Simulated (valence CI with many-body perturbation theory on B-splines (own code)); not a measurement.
**Mo³⁺: configurations and terms from energies and g**

Calculated by configuration interaction combined with many-body perturbation theory (CI+MBPT): three valence electrons over a frozen Dirac-Fock core [Kr], a basis of 9 s, 9 p, 10 d, 8 f, 5 g, 3 h, 1 i functions for each j, with the one-electron correlation potential Σ1, the two-electron term Σ2, the three-electron term Σ3, Breit, model QED; selected CI, second order for the rest, scaled by the run's own slope (own B-spline code, finite nucleus).

Set against measurement, 64 paired levels are off by 549 cm⁻¹ on average, the worst by 1913. These come from a selection out of Sugar and Musgrove, J. Phys. Chem. Ref. Data 17, 155 (1988). Levels without a partner in it may be off by more, other configurations by 1,000 to 8,000 cm⁻¹.

| No. | J | Parity | E (eV) | g |
| --- | --- | --- | --- | --- |
| 1 | 3/2 | even | 0.0000 | 0.403 |
| 2 | 5/2 | even | 0.0960 | 1.029 |
| 3 | 7/2 | even | 0.2171 | 1.237 |
| 4 | 9/2 | even | 0.3545 | 1.330 |
| 5 | 1/2 | even | 1.367 | 2.544 |
| 6 | 3/2 | even | 1.368 | 1.660 |
| 7 | 7/2 | even | 1.449 | 0.891 |
| 8 | 5/2 | even | 1.524 | 1.596 |
| 9 | 9/2 | even | 1.534 | 1.081 |
| 11 | 1/2 | even | 1.876 | 0.792 |
| 12 | 9/2 | even | 1.966 | 0.943 |
| 13 | 11/2 | even | 2.007 | 1.091 |
| 14 | 5/2 | even | 2.179 | 1.203 |
| 16 | 7/2 | even | 3.181 | 1.142 |

Energies count from the lowest level. Strongly mixed levels and levels close to another of their J and parity are left out, so the numbers can have gaps.

(1) Give configuration and LS term of each level.

Results:

(1) 1: 4d³ ⁴F; 2: 4d³ ⁴F; 3: 4d³ ⁴F; 4: 4d³ ⁴F; 5: 4d³ ⁴P; 6: 4d³ ⁴P; 7: 4d³ ²G; 8: 4d³ ⁴P; 9: 4d³ ²G; 11: 4d³ ²P; 12: 4d³ ²H; 13: 4d³ ²H; 14: 4d³ ²D; 16: 4d³ ²F.
